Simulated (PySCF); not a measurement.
Compound: CH11GeNSi2.
SMILES with atom numbers: `[SiH3:1][CH2:2][GeH2:3][NH:4][SiH3:5]`

Lines to be assigned: C 1s: 289.87 eV; N 1s: 403.85 eV; Si 1s: 1846.26 (area 1), 1846.69 (area 1) eV; Si 2p3/2: 106.47 (area 1), 106.81 (area 1) eV.

The calculation used PySCF, delta-SCF UKS SCAN, pcX-2 on the ionised atom, pcseg-1 elsewhere, spin-free X2C. Isolated species at its PBE0-D3(BJ)/def2-SVP geometry (one conformer only).

**Question.** Order the silicon atoms by Si 1s binding energy.

**Answer.** 1846.26 eV: Si1 (SiH3 silicon); 1846.69 eV: Si5 (SiH3 silicon). The listed Si 1s values span 0.43 eV, from Si1 (bonded to C and 3 H) to Si5 (bonded to N and 3 H).

**Question.** Assign the Si 2p3/2 lines to atoms.

**Answer.** 106.47 eV: Si1 (SiH3 silicon); 106.81 eV: Si5 (SiH3 silicon). Lowest listed Si 2p3/2: Si1, bonded to C and 3 H. Highest, 0.34 eV above it: Si5, bonded to N and 3 H. Summing the Pauling electronegativity differences to the bonded atoms, each weighted by its formal bond order, gives +1.55 for the lowest site and +2.04 for the highest.

Bonded neighbours of each site: Si1: C and 3 H; C2: 2 H, Ge and Si; N4: H, Ge and Si; Si5: N and 3 H.

**Question.** Give the binding energy of Si 1s of Si5 in hartree and in kJ/mol.

**Answer.** 1846.69 eV = 67.8646 Eh = 178178 kJ/mol.

The 2p values add to the ΔSCF energy of one spin-free hole a correction within the shell (spin–orbit coupling, ligand field). 2p1/2 minus 2p3/2 (ligand field included): Si 0.62 eV. No level of germanium is listed.

Conformer computed: `[SiH3:1][CH2:2][GeH2:3][NH:4][SiH3:5]`: Si1–C2–Ge3–N4 -34°, C2–Ge3–N4–Si5 -66°.
